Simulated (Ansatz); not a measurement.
Ideal-gas functions of CH4S2Si (`CS[Si]S`) at 500 K and 1 bar, from an Ansatz frequency run at PBE0-D4/def2-TZVP.

Molar mass 108.26 g/mol, point group Cs (symmetry number 1), electronic degeneracy 1, moments of inertia 90.109, 221.81, 308.686 u Å². Harmonic wavenumbers (cm⁻¹, unscaled): 122, 173, 182, 255, 325, 461, 510, 679, 730, 951, 958, 1333, 1467, 1470, 2699, 3061, 3156, 3159.

Use S(trans) = R[1.5 ln M + 2.5 ln T − 1.1517]; rotational temperatures θ = 24.2544 K / I; S(rot) = R[ln(√π/σ · √(T³/θAθBθC)) + 1.5]; for each mode x = 1.438777 ν̃/T, S = R[x/(eˣ − 1) − ln(1 − e⁻ˣ)] and H = RT x/(eˣ − 1); 1 cm⁻¹ = 0.0119627 kJ/mol; R = 8.31446 J/(mol·K).

Q: By hand: the entropy, in J/(mol·K).

A: Translation 178.0. Rotation: θ = 0.2692, 0.1093, 0.0786 K, giving 120.0. Vibration, mode by mode: 17.06, 14.20, 13.79, 11.07, 9.17, 6.55, 5.83, 3.95, 3.52, 2.13, 2.10, 0.88, 0.65, 0.64, 0.03, 0.01, 0.01, 0.01, in all 91.6. Electronic 0.0. Sum 389.6 J/(mol·K).

Q: By hand: H − E and G − E in kJ/mol, counted from the electronic energy.

A: Zero-point energy ½ × 21691 × 0.0119627 = 129.7; thermal vibration 24.0; translation, rotation and pV give 4 RT = 16.6. H − E = 170.3 kJ/mol, and G − E = 170.3 − 500 × 389.6/1000 = -24.5 kJ/mol.

Vibration gives 24 % of the entropy, 17.1 J/(mol·K) of it from the mode under 150 cm⁻¹: soft modes count most, and the harmonic formula is weakest for them. The sum counts one conformer and one mirror image; others add a mixing term.
